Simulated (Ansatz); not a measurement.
Cartesian coordinates (Å):
```xyz
9

C      1.6168    -0.0720    -0.6879
Al    -0.2729    -0.4393    -1.1449
C     -1.6351     0.0847     0.1910
H      1.8718    -0.5872     0.2454
H      1.7451     1.0017    -0.5084
H      2.3327    -0.3772    -1.4516
H     -2.6613    -0.1412    -0.0996
H     -1.5628     1.1620     0.3803
H     -1.4283    -0.4234     1.1399
```
Charge 0, spin multiplicity 2.

Level of theory: Ansatz (an electronic-structure program) with frozen-core CCSD(T)/cc-pVTZ // B3LYP-D3(BJ)/def2-TZVP.

The HF energy comes out as -321.15897 Ha and the MP2 correlation energy is -0.42231 Ha.

Task: Estimate the CCSD correlation energy, the (T) correction, the total energy and the T1 diagnostic.

Result: 
```json
{
  "CCSD correlation energy": "-0.45917 Ha",
  "(T) correction": "-0.01731 Ha",
  "CCSD(T) total energy": "-321.63545 Ha",
  "T1 diagnostic": "0.012"
}
```
